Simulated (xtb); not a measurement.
Si(F)3(Et) (C2H5F3Si), SMILES CC[Si](F)(F)F. All values are semi-empirical tight-binding results from xtb (GFN2-xTB unless named), good for trends rather than for accurate numbers. The structure is a stationary point at GFN2-xTB. The values are those of a single conformer.

Optimised geometry:

Bonded distances (Å): C1–C2 1.533, C1–H7 1.087, C1–H8 1.087, C1–H9 1.087, C2–Si3 1.878, C2–H10 1.092, C2–H11 1.092, Si3–F4 1.588, Si3–F5 1.588, Si3–F6 1.588. Angles (°): C2–C1–H7 110.8, C2–C1–H8 110.8, C2–C1–H9 110.2, H7–C1–H8 108.3, H7–C1–H9 108.4, H8–C1–H9 108.4, C1–C2–Si3 113.4, C1–C2–H10 108.8, C1–C2–H11 108.8, Si3–C2–H10 109.7, Si3–C2–H11 109.7, H10–C2–H11 106.1, C2–Si3–F4 114.4, C2–Si3–F5 114.3, C2–Si3–F6 114.2, F4–Si3–F5 104.3, F4–Si3–F6 103.9, F5–Si3–F6 104.4.
Charge 0, spin multiplicity 1.

Computed properties:
- point group as xtb finds it: Cs
- orbital gap: 7.72 eV
- dipole moment: 3.17 D
- zero-point energy: 46.2 kcal/mol
- G − E(el) at 298.15 K (modified RRHO): 25.7 kcal/mol
- static polarisability (D4 model): 65.2 bohr³
- solvation energy, GFN2-xTB/ALPB(water): -0.1 kcal/mol
- solvation energy, GFN2-xTB/ALPB(hexane): -1.9 kcal/mol

Computed atomic charges and the Wiberg bond orders between heavy atoms:
charges (e) C1 -0.11, C2 -0.14, Si3 0.71, F4 -0.23, F5 -0.24, F6 -0.23, H7 0.04, H8 0.04, H9 0.05, H10 0.06, H11 0.06. Bond orders C1–C2 1.02, C2–Si3 0.90, Si3–F4 1.11, Si3–F5 1.10, Si3–F6 1.11.
